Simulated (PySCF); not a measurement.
**Working out the ionisation energy of Ca²⁺**

Ca²⁺ [Ar] (1S) → Ca³⁺ [Ne] 3s2 3p5 (2P). Computed with PySCF 2.14 in aug-cc-pVDZ-X2C (6s5p3d, 36 functions), with the spin-free X2C one-electron Hamiltonian (Gaussian nucleus). Frozen: [Ne] 3s2. Energies in hartree (1 hartree = 27.21139 eV):

| part | Ca²⁺ (lower) | Ca³⁺ (upper) |
| --- | --- | --- |
| UHF | -679.023031 | -677.164016 |
| CCSD correlation | -0.070546 | -0.043224 |
| (T) | -0.000106 | -0.000038 |

Q: What does Hartree-Fock give?

A: (-677.164016) − (-679.023031) = 1.859015 hartree = 50.586 eV.

Q: What do CCSD and CCSD(T) give?

A: The CCSD correlation energies differ by 0.027322 hartree = 0.743 eV and the triples by 0.000068 hartree = 0.002 eV, so CCSD gives 51.329 eV and CCSD(T) 51.331 eV.

Reference: 50.913 eV (measured; NIST Atomic Spectra Database, ionization energies), between the lowest levels; spin-orbit coupling is absent from the calculation.

A double-zeta basis recovers only part of the correlation energy.

What remains against the reference includes basis incompleteness, the frozen core and higher excitations.
